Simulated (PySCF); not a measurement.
Al(Cl)2(GeH3) (AlCl2GeH3), SMILES [Cl][Al]([Cl])[GeH3].

Geometry: PBE0-D3(BJ)/def2-SVP. The structure was generated by enumeration; whether it is a known compound was not checked.

Two levels are set side by side: PBE/def2-TZVP (PySCF) and HF/def2-TZVP (PySCF). Same geometry, gas phase. Differences are taken from unrounded values.

```tsv
quantity	HF
orbital gap (eV)	11.88
highest occupied level (eV)	-10.86
lowest empty level (eV)	1.02
dipole moment (D)	1.50
mean polarisability (bohr³)	76.1
```

**Question.** What does PBE give, and how far is it from HF? (An estimate is asked for; the answer gives what the named calculation found.)

**Answer.** 
```json
[
 {"quantity": "orbital gap (eV)", "PBE": "4.66", "PBE minus HF": "-7.22"},
 {"quantity": "highest occupied level (eV)", "PBE": "-7.19", "PBE minus HF": "3.67"},
 {"quantity": "lowest empty level (eV)", "PBE": "-2.53", "PBE minus HF": "-3.55"},
 {"quantity": "dipole moment (D)", "PBE": "1.42", "PBE minus HF": "-0.08"},
 {"quantity": "mean polarisability (bohr³)", "PBE": "86.3", "PBE minus HF": "10.2"}
]
```

PBE's occupied levels lie high since its potential decays too fast outside the molecule; exact exchange lowers them and widens the gap. PBE's more diffuse valence density responds more strongly to a field. Differences between two approximate levels are no errors against the true value.

Rough cost on one machine, each run with all the roots and properties that it gave: HF against PBE about 1/2.
